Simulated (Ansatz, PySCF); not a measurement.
System: GaCl (charge 0, singlet). 
Geometry from a B3LYP-D3(BJ)/def2-TZVP (Ansatz, a first-principles code) optimisation:
```
Ga
Cl 1 2.2389
```

Dipole moments at this geometry, in debye (magnitudes).

```csv
level,program,dipole (D)
HF/def2-TZVPD,PySCF,2.60
PBE/def2-TZVPD,Ansatz,2.46
BLYP/def2-TZVPD,Ansatz,2.53
r2SCAN/def2-TZVPD,Ansatz,2.41
B3LYP/def2-TZVPD,PySCF,2.64
PBE0/def2-TZVPD,Ansatz,2.58
BHLYP/def2-TZVPD,Ansatz,2.73
TPSSh/def2-TZVPD,PySCF,2.50
M06-2X/def2-TZVPD,PySCF,2.52
CAM-B3LYP/def2-TZVPD,Ansatz,2.71
LC-wPBE/def2-TZVPD,Ansatz,2.64
wB97M-V/def2-TZVPD,Ansatz,2.67
wB97X-V/def2-TZVPD,Ansatz,2.64
CCSD(T)/def2-SVPD,Ansatz,2.52
```
